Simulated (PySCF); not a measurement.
CBr$_{3}$ (SMILES Br[C](Br)Br), doublet, geometry from GFN2-xTB. Base run: DF-B3LYP/aug-cc-pVDZ (PySCF).

Input for PySCF:
```python
from pyscf import gto, scf, dft

mol = gto.Mole()
mol.atom = '''
    Br   -0.90210057    1.60547864    0.00874749
    C    -0.00024609   -0.00644433    0.35123384
    Br   -0.93921857   -1.58329200   -0.04978510
    Br    1.84136133   -0.02108190   -0.01917391
'''
mol.basis = 'aug-cc-pvdz'
mol.spin = 1
mol.verbose = 5
mol.build()

mf = dft.UKS(mol)
mf.xc = 'b3lyp'
mf = mf.density_fit(auxbasis='def2-universal-jkfit')
mf.kernel()
```

Variants of this job, named by their change:

```json
[
 {"change": "base", "basis functions": "131", "E (Eh)": "-7760.51357", "HOMO (eV)": "-6.38", "dipole (D)": "0.22", "core-seconds (rough)": "20"},
 {"change": "basis = LANL2DZ", "basis functions": "33", "E (Eh)": "-77.49052", "HOMO (eV)": "-6.31", "dipole (D)": "0.64", "core-seconds (rough)": "4"},
 {"change": "basis = pcseg-0", "basis functions": "75", "E (Eh)": "-7751.19948", "HOMO (eV)": "-6.24", "dipole (D)": "0.58", "core-seconds (rough)": "9"},
 {"change": "basis = 6-31G", "basis functions": "[?]", "E (Eh)": "[?]", "HOMO (eV)": "[?]", "dipole (D)": "[?]", "core-seconds (rough)": "10"},
 {"change": "basis = cc-pVDZ", "basis functions": "[?]", "E (Eh)": "[?]", "HOMO (eV)": "-6.15", "dipole (D)": "0.38", "core-seconds (rough)": "10"},
 {"change": "basis = 6-31G*", "basis functions": "110", "E (Eh)": "-7759.65267", "HOMO (eV)": "-6.27", "dipole (D)": "0.31", "core-seconds (rough)": "10"},
 {"change": "basis = def2-SV(P)", "basis functions": "110", "E (Eh)": "[?]", "HOMO (eV)": "-6.15", "dipole (D)": "0.38", "core-seconds (rough)": "20"},
 {"change": "basis = aug-pcseg-1", "basis functions": "131", "E (Eh)": "[?]", "HOMO (eV)": "[?]", "dipole (D)": "0.25", "core-seconds (rough)": "20"},
 {"change": "basis = def2-SVPD", "basis functions": "143", "E (Eh)": "-7759.62841", "HOMO (eV)": "-6.42", "dipole (D)": "0.26", "core-seconds (rough)": "20"},
 {"change": "basis = 6-311G**", "basis functions": "150", "E (Eh)": "-7760.48228", "HOMO (eV)": "-6.34", "dipole (D)": "0.39", "core-seconds (rough)": "20"},
 {"change": "basis = pcseg-2", "basis functions": "159", "E (Eh)": "-7760.74277", "HOMO (eV)": "-6.36", "dipole (D)": "0.26", "core-seconds (rough)": "20"},
 {"change": "basis = def2-TZVP", "basis functions": "175", "E (Eh)": "-7760.60022", "HOMO (eV)": "-6.33", "dipole (D)": "0.25", "core-seconds (rough)": "30"},
 {"change": "basis = def2-TZVPP", "basis functions": "175", "E (Eh)": "-7760.60022", "HOMO (eV)": "-6.33", "dipole (D)": "0.25", "core-seconds (rough)": "20"}
]
```

Question: Fill in the missing entries.

Answer: 
- basis = 6-31G, basis functions: 90
- basis = 6-31G, E (Eh): -7759.42346
- basis = 6-31G, HOMO (eV): -6.32
- basis = 6-31G, dipole (D): 0.46
- basis = cc-pVDZ, basis functions: 95
- basis = cc-pVDZ, E (Eh): -7760.50270
- basis = def2-SV(P), E (Eh): -7759.61553
- basis = aug-pcseg-1, E (Eh): -7759.70208
- basis = aug-pcseg-1, HOMO (eV): -6.46

Totals compare only among sets that treat the same electrons; sets with core potentials leave the core out.

Open shells are given as the SCF converged; they aren't shown to be the lowest states, and a large step between rows can be another state.
